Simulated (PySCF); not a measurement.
# Spinor energies of Ar³⁺ (argon, charge +3)

Start: [Ne] 3s1 3p3 4s1; 3s1/2 filled at m_j = +1/2; 3p3/2 filled at m_j = -1/2, +1/2, +3/2; 4s1/2 filled at m_j = +1/2. Calculated with PySCF 2.14 in x2c-TZVPall-2c with one added diffuse shell each of s, p type (6s7p2d1f, 44 functions): generalised Hartree-Fock with the X2C-1e Hamiltonian and a Gaussian nucleus; one run each with spin-orbit coupling (SO) switched off, then screened by Boettger's factors. This is a chosen level, not necessarily the ground level.

| spinor shell | electrons | ε, spin-free (eV) | ε, screened SO (eV) | weight of nominal j (screened SO) | rms radius, screened SO (bohr) |
| --- | --- | --- | --- | --- | --- |
| 1s1/2 | 2 | -3300.6 | -3300.6 | 1.000 | 0.0991 |
| 2s1/2 | 2 | -395.21 | -395.21 | 1.000 | 0.445 |
| 2p1/2 | 2 | -318.41 | -320.92 | 0.766 | 0.414 |
| 3s1/2 | 1 | -88.945 | -88.943 | 1.000 | 1.33 |
| 3p3/2 | 3 | -67.067 | -67.067 | 0.659 | 1.44 |
| 4s1/2 | 1 | -27.761 | -27.761 | 1.000 | 3.28 |

Where does 2p3/2 lie, and what is the 2p spin-orbit splitting (screened SO)?

At -317.16 eV, 3.767 eV above 2p1/2.

| quantity | spin-free | screened SO |
| --- | --- | --- |
| E (hartree) | -524.22393 | -524.22554 |
| M_J | 5/2 | 5/2 |
| ⟨J²⟩ | 8.750 | 8.750 |
| ⟨L²⟩ | 0.000 | 0.001 |
| ⟨S²⟩ | 8.750 | 8.749 |

Each row is a mean over spinors that exchange with the open shell spreads, by up to 3.558 eV (2p3/2).

Rows whose weight is well below 1 are mixtures of j = l ± 1/2: exchange outweighs spin-orbit coupling there, and the label is only the starting occupation.

Without spin-orbit coupling the j labels of p, d and f shells carry no meaning; the spin-free column gives the mean over the occupied spinors of each nl shell.
